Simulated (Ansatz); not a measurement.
**Interaction energy ladder**

The pair of H3O⁺ (SMILES [OH3+], atoms 1–4) and CH3I (SMILES CI, atoms 5–9), both closed shells, in one local arrangement (a lower one may exist), relaxed at PBE0-D4/def2-TZVP:

O1  (0.059, -0.304, -2.152)
H2  (0.803, -0.002, -2.700)
H3  (-0.750, -0.384, -2.686)
H4  (-0.083, 0.306, -1.258)
C5  (0.039, -0.103, 1.915)
I6  (-0.345, 1.437, 0.478)
H7  (1.047, -0.465, 1.743)
H8  (-0.053, 0.386, 2.881)
H9  (-0.716, -0.870, 1.779)
(Å)

Computed with Ansatz 0.2.0 (basis: def2-TZVPPD, with def2-QZVPPD for the basis limit); correlated methods freeze the cores. Filled d shells of the heavier atoms are correlated. Core potentials replace the inner electrons of the atoms past krypton. The def2 sets are not built for correlating such inner shells, so the correlated values are less sure here. B3LYP uses VWN-RPA correlation. Extrapolation: Hartree–Fock as exp(−7.88 √X), correlation as X^−2.97. Interaction energies count from these two fragments, frozen as in the pair, with the counterpoise correction; negative means bound.

Question: What is the interaction energy by CCSD(T) at an estimated basis limit (MP2 extrapolated from triple and quadruple zeta, plus CCSD(T) − MP2 in triple zeta)? (Judge from chemistry; the value comes from the calculation.)

Answer: The calculation gives: -28.22 kcal/mol. Hartree–Fock alone gives -22.77 kcal/mol at the basis limit. It counts from the two fragments frozen as in the pair.

The same quantity by other methods in triple zeta, and each one's difference from that estimate:
| method | E_int (kcal/mol) | difference |
| --- | --- | --- |
| PBE-D4 | -33.18 | -4.96 |
| revPBE-D4 | -32.36 | -4.14 |
| BLYP-D4 | -31.85 | -3.63 |
| r2SCAN-D4 | -31.75 | -3.52 |
| B97M-V | -30.24 | -2.02 |
| PBE0-D4 | -31.56 | -3.34 |
| B3LYP-D4 | -30.86 | -2.64 |
| HSE06-D4 | -31.61 | -3.39 |
| wB97X-V | -29.07 | -0.84 |
| wB97M-V | -28.59 | -0.37 |
| B2PLYP | -28.65 | -0.43 |
| HF | -22.67 | 5.55 |
| MP2 | -27.64 | 0.58 |
| CCSD | -26.20 | 2.03 |
| CCSD(T) | -27.11 | 1.12 |
Differences are method less estimate.

Question: Which atoms make the shortest contact between the fragments?

Answer: H4 and I6, 2.09 Å apart.

Energy to bend the free fragments (PBE0-D4 minima) into their shapes in the pair, CCSD(T)/def2-TZVPPD: H3O⁺ 5.55 kcal/mol; CH3I 0.12 kcal/mol. This must be added to the interaction energy to get the binding energy from relaxed fragments.

Basis-set superposition shift (counterpoise-corrected less uncorrected): CCSD(T) 1.85; MP2 1.85; HF 0.04; PBE0-D4 0.05; wB97M-V 0.05 kcal/mol.

T1 diagnostic: at most 0.009.

For scale, one of the runs: CCSD(T)/def2-TZVPPD, 238 basis functions, launched by `ansatz run in.yaml --threads 4 --pin off --events-out ev --progress --plain --max-ram 9574MiB`. Hardware: 4 CPU threads of an Arm Neoverse V1, shared host. Wall time 2.2 min; peak host memory 5 GiB.
